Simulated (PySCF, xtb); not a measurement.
C3H8FNSi, SMILES C(=C)[Si@H](F)NC. Other conformers were not sampled.

Harmonic wavenumbers (cm⁻¹) from xtb 6.7.1 with GFN2-xTB at its own minimum, in rising order: 37, 58, 86, 123, 159, 243, 295, 352, 418, 495, 640, 691, 719, 789, 849, 925, 1015, 1033, 1068, 1107, 1170, 1282, 1371, 1422, 1423, 1489, 1500, 1674, 2303, 2922, 2966, 3038, 3041, 3072, 3110, 3461.

Q: What does PBE-D3(BJ)/def2-SVP run with PySCF give at its own minimum? (The exact figures need the calculation; the answer reports its results.)

A: 72, 88, 142, 162, 185, 297, 303, 395, 475, 519, 658, 754, 800, 825, 879, 962, 973, 1010, 1061, 1102, 1139, 1230, 1354, 1366, 1399, 1413, 1450, 1620, 2189, 2924, 2990, 3044, 3050, 3071, 3148, 3511. Paired by order, the mean absolute difference is 37 cm⁻¹ and the zero-point energies are 66.3 and 66.6 kcal/mol.
